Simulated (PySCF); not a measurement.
HfCl₂I₂, SMILES [Cl][Hf]([Cl])([I])[I], multiplicity 1. Atoms are numbered in the order given.

```xyz
5

Hf     0.0000     0.0000     0.5669
Cl     0.0000     1.9130     1.9053
Cl     0.0000    -1.9130     1.9053
I     -2.1986     0.0000    -0.9962
I      2.1986     0.0000    -0.9962
```

Geometry optimised at PBE-D3(BJ)/def2-SVP. The multiplicity is an assumed one; no other spin state was optimised. The structure was generated by enumeration; whether it is a known compound was not checked. The def2 effective core potentials stand for the cores of Hf, I; spin–orbit coupling is left out.

Method: r2SCAN/def2-TZVP (PySCF).

ESP charges are fitted to the potential on shells at 1.4 to 2.0 van der Waals radii. Atomic charges (e):

```json
[
 {"atom": "Hf1", "Mulliken": "___", "ESP fit": "0.30"},
 {"atom": "Cl2", "Mulliken": "___", "ESP fit": "-0.10"},
 {"atom": "Cl3", "Mulliken": "___", "ESP fit": "-0.10"},
 {"atom": "I4", "Mulliken": "___", "ESP fit": "-0.05"},
 {"atom": "I5", "Mulliken": "___", "ESP fit": "-0.05"}
]
```

**Question.** What belongs in the gaps? (An estimate is asked for; the answer gives what the named calculation found.)

**Answer.** 
- Hf1, Mulliken: 1.11
- Cl2, Mulliken: -0.31
- Cl3, Mulliken: -0.31
- I4, Mulliken: -0.25
- I5, Mulliken: -0.25
